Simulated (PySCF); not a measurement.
# Reading the logs of faulty runs: BC2H5Si

Calculated results; nothing here was measured. They come from PySCF 2.14.0, an open-source quantum chemistry program, on an isolated molecule that a program drew, which may never have been made. The molecule is BC2H5Si (charge 0, singlet), drawn as the SMILES string `C=BC[SiH]`.

Each row is a Hartree-Fock (HF) and frozen-core CCSD(T) single point in the cc-pV(D+d)Z basis, meant for a local HF minimum. Run 1 is clean. Each other run has one planted mistake out of seven kinds, and not every kind appears here: one electron removed, one electron added, multiplicity raised by two, geometry at a saddle point, minimal basis STO-3G, one bond length entered in bohr, all coordinates scaled. The reference is restricted for singlets and unrestricted otherwise, and also for a bond in bohr. Adding or removing an electron swaps singlet and doublet. Electrons count all cores. HOMO and LUMO are orbital energies over both spins, the gradient is its largest component, and the lowest frequency (negative if imaginary) is given only where the gradient is small. Bond lengths are over the 8 bonds as drawn. T1 is the CCSD diagnostic: over 0.02 (restricted) or 0.045 (unrestricted) a single reference is doubtful.

Geometry of the clean run:
```xyz
9
BC2H5Si, angstrom
C    -1.1237   -0.8280   -0.2990
B     0.1908   -0.8455   -0.7414
C     1.6635   -0.8529   -1.1452
Si    2.8175   -0.2486    0.2815
H    -1.9462   -1.1813   -0.9117
H    -1.3936   -0.4506    0.6819
H     2.0154   -1.8227   -1.5009
H     1.8546   -0.0960   -1.9236
H     1.9575    0.9261    0.7065
```

| run | electrons | basis functions | <S^2> | HOMO (eV) | LUMO (eV) | gradient (hartree/bohr) | lowest frequency (cm^-1) | mean bond (Å) | longest bond (Å) | T1 | HF (hartree) | CCSD(T) (hartree) | mistake |
|---|---|---|---|---|---|---|---|---|---|---|---|---|---|
| 1 | 36 | 90 | 0.000 | -8.42 | 0.36 | 3.0e-05 | 102 | 1.3408 | 1.932 | 0.0145 | -392.16601 | -392.66798 | no fault |
| 2 | 36 | 29 | 0.000 | -6.18 | 5.51 | 4.9e-02 | - | 1.3408 | 1.932 | 0.0125 | -387.55390 | -387.79578 | minimal basis STO-3G |
| 3 | 35 | 90 | 0.762 | -12.63 | -7.11 | 5.1e-02 | - | 1.3408 | 1.932 | 0.0276 | -391.86926 | -392.34038 | ? |
| 4 | 36 | 90 | 2.005 | -8.28 | -0.08 | 3.6e-02 | - | 1.3408 | 1.932 | 0.0163 | -392.13913 | -392.61821 | ? |

**Which mistake was planted in run 3, and what did it cost?**

It counts 35 electrons, one fewer than the clean run, at the same geometry and basis. So the mistake is: one electron removed. Subtracting run 1 and multiplying by 627.51 kcal/mol a hartree, the energy moved by 186.2 kcal/mol in HF and 205.6 kcal/mol in CCSD(T).

**Which mistake was planted in run 4, and what did it cost?**

Electrons, basis and geometry are unchanged, and <S^2> is 2.005, beside S(S+1) = 2.00 for a multiplicity of 3. So the mistake is: multiplicity raised by two. Subtracting run 1 and multiplying by 627.51 kcal/mol a hartree, the energy moved by 16.9 kcal/mol in HF and 31.2 kcal/mol in CCSD(T).

